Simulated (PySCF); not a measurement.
# Reading the logs of faulty runs: H8OSi3

All numbers below are calculated, not measured. They come from PySCF 2.14.0, an open-source quantum chemistry program, on an isolated molecule that a program drew, which may never have been made. The molecule is H8OSi3 (charge 0, singlet), drawn as the SMILES string `[SiH3]O[SiH2][SiH3]`.

Each row is a Hartree-Fock (HF) and frozen-core CCSD(T) single point in the cc-pV(D+d)Z basis, meant for a local HF minimum. Run 1 is clean. Each other run has one planted mistake out of seven kinds, and not every kind appears here: one electron removed, one electron added, multiplicity raised by two, geometry at a saddle point, minimal basis STO-3G, one bond length entered in bohr, all coordinates scaled. The reference is restricted for singlets and unrestricted otherwise, and also for a bond in bohr. Adding or removing an electron swaps singlet and doublet. Electrons count all cores. HOMO and LUMO are orbital energies over both spins, the gradient is its largest component, and the lowest frequency (negative if imaginary) is given only where the gradient is small. Bond lengths are over the 11 bonds as drawn. T1 is the CCSD diagnostic: over 0.02 (restricted) or 0.045 (unrestricted) a single reference is doubtful.

Geometry of the clean run:
```xyz
12
H8OSi3, angstrom
Si   -1.2763   -1.7036   -0.2515
O    -0.5234   -0.2534   -0.4036
Si   -0.1385    1.2651    0.1070
Si    1.2810    2.2711   -1.4888
H    -0.9471   -2.5324   -1.4273
H    -0.8186   -2.3862    0.9781
H    -2.7406   -1.5095   -0.1780
H    -1.3782    2.0606    0.2769
H     0.5323    1.1896    1.4272
H     1.6412    3.6422   -1.0489
H     2.5255    1.4797   -1.6448
H     0.6006    2.3572   -2.8038
```

| run | electrons | basis functions | <S^2> | HOMO (eV) | LUMO (eV) | gradient (hartree/bohr) | lowest frequency (cm^-1) | mean bond (Å) | longest bond (Å) | T1 | HF (hartree) | CCSD(T) (hartree) | mistake |
|---|---|---|---|---|---|---|---|---|---|---|---|---|---|
| 1 | 58 | 123 | 0.000 | -10.71 | 3.11 | 3.0e-06 | 31 | 1.5908 | 2.361 | 0.0122 | -946.40785 | -946.97545 | no fault |
| 2 | 59 | 123 | 0.758 | 2.11 | 7.84 | 4.4e-02 | - | 1.5908 | 2.361 | 0.0241 | -946.31019 | -946.90688 | one electron added |
| 3 | 57 | 123 | 0.761 | -16.25 | -8.43 | 7.4e-02 | - | 1.5908 | 2.361 | 0.0309 | -946.05637 | -946.61054 | ? |
| 4 | 58 | 123 | 0.000 | -10.81 | 3.24 | 2.4e-02 | - | 1.5320 | 2.274 | 0.0116 | -946.39081 | -946.95460 | ? |

**Which mistake was planted in run 3, and what did it cost?**

It counts 57 electrons, one fewer than the clean run, at the same geometry and basis. So the mistake is: one electron removed. Subtracting run 1 and multiplying by 627.51 kcal/mol a hartree, the energy moved by 220.6 kcal/mol in HF and 229.0 kcal/mol in CCSD(T).

**Which mistake was planted in run 4, and what did it cost?**

The mean and the longest bond both change by the same factor, 0.963, and the gradient is no longer small. So the mistake is: all coordinates scaled. Subtracting run 1 and multiplying by 627.51 kcal/mol a hartree, the energy moved by 10.7 kcal/mol in HF and 13.1 kcal/mol in CCSD(T).

Cautions from the logs. Run 2: the HOMO is above zero, so the electron isn't bound and the energy depends on the basis.
